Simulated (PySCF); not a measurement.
A calculated (BLYP, PySCF 2.14, ANO-RCC-VTZP, scalar relativity by spin-free X2C-1e) atom or ion has these occupied shells.

```csv
shell,electrons,orbital energy (eV),"rms radius, mean of both spins (bohr)"
1s α,1,-55339.3,0.0236
1s β,1,-55339.3,0.0236
2s α,1,-9257.7,0.0953
2s β,1,-9257.7,0.0953
2p α,3,-8221.5,0.0858
2p β,3,-8221.4,0.0858
3s α,1,-2068.3,0.245
3s β,1,-2067.1,0.245
3p α,3,-1750.0,0.246
3p β,3,-1748.8,0.246
3d α,5,-1336.9,0.225
3d β,5,-1335.9,0.225
4s α,1,-408.80,0.552
4s β,1,-406.06,0.552
4p α,3,-303.57,0.587
4p β,3,-300.87,0.587
4d α,5,-159.27,0.644
4d β,5,-156.63,0.644
5s α,1,-50.295,1.36
5s β,1,-49.018,1.36
5p α,3,-25.871,1.63
5p β,3,-24.958,1.63
6s α,1,-3.656,4.34
6s β,1,-3.572,4.34
4f α,7,-3.567,0.993
4f β,4,-1.864,0.993
```

Problem. Name the element and its charge.

Solution. Ho (holmium, neutral), in [Xe] 4f11 6s2, one real determinant.
